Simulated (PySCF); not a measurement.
Species: C7H9OP.
Geometry (PBE0-D3(BJ)/def2-SVP, Å), atoms numbered from 1 in this order:
```
atom  x, y, z in Å
C1     2.923    0.353    0.041
C2     1.928   -0.145    0.788
C3     0.516   -0.167    0.424
C4    -0.461   -0.650    1.226
P5    -2.076   -0.508    0.411
C6    -2.923    0.867    1.248
O7    -2.918   -1.732    0.251
C8    -1.313    0.235   -1.067
C9     0.012    0.339   -0.884
H10    2.752    0.804   -0.939
H11    3.956    0.325    0.394
H12    2.164   -0.582    1.763
H13   -0.295   -1.079    2.216
H14   -3.822    1.126    0.669
H15   -2.271    1.746    1.344
H16   -3.240    0.524    2.244
H17   -1.851    0.540   -1.965
H18    0.694    0.751   -1.632
```

NICS = −σ at a ghost point: NICS(0) at the centroid of the ring atoms, NICS(1) 1 Å to either side along the normal of their mean plane, zz for the tensor component along that normal. Level: GIAO HF/pcSseg-1 (PySCF, non-relativistic, gas phase) on the PBE0-D3(BJ)/def2-SVP geometry, one conformer.

Ring bond lengths (Å): C3–C4 1.354, C4–P5 1.814, P5–C8 1.821, C8–C9 1.341, C9–C3 1.491.

Question: What do the NICS probes read (ppm)?

Answer: 
```json
{"ring": "C3–C4–P5–C8–C9", "type": "5-membered ring with P; formal bonds 2 double, 3 single", "NICS(0)": "0.3", "NICS(1), two faces": "-1.8 / -3.2", "NICS(1)zz, two faces": "1.7 / 1.4", "rms pucker (Å)": "0.00", "centre to ring atoms, mean (Å)": "1.33"}
```

Question: What can be read from them?

Answer: 
- C3–C4–P5–C8–C9: mean NICS(1)zz 1.6 ppm, near zero. P5 has four or more neighbours; no verdict on aromaticity is drawn.

Question: At the second NICS(1) probe listed for ring C3–C4–P5–C8–C9, 1 Å off the ring, how large is the induced field along the normal in 11.7 T applied along it?

Answer: NICSzz × B0 = 1.4 ppm × 11.7 T = 16 μT, along the applied field.

Question: List the ring angles.

Answer: 
- C3–C4–P5–C8–C9: C3 113.4°, C4 110.4°, P5 91.4°, C8 109.6°, C9 115.3°; sum 540.0° against 540° for a flat convex ring.

Question: How do the values depend on the level or the medium?

Answer: 
```json
{"level": "HF/pcSseg-1, gas", "NICS(0), C3–C4–P5–C8–C9": "0.3", "mean NICS(1)zz, C3–C4–P5–C8–C9": "1.6"}
{"level": "PBE0/pcSseg-1, gas", "NICS(0), C3–C4–P5–C8–C9": "0.3", "mean NICS(1)zz, C3–C4–P5–C8–C9": "1.0"}
{"level": "PBE0/pcSseg-1, IEF-PCM acetone", "NICS(0), C3–C4–P5–C8–C9": "0.5", "mean NICS(1)zz, C3–C4–P5–C8–C9": "1.2"}
{"level": "PBE0/pcSseg-1, IEF-PCM dimethylsulfoxide", "NICS(0), C3–C4–P5–C8–C9": "0.5", "mean NICS(1)zz, C3–C4–P5–C8–C9": "1.2"}
```

The geometry is the same throughout; the continuum's cavity takes Bondi-type radii × 1.2.

On an Arm Neoverse V2 with one thread, shared host with 96 logical CPUs at a one-minute load of 47, this took 17 s and 1.0 GiB of memory at its peak. This is the whole shielding run at HF/pcSseg-1, SCF included.
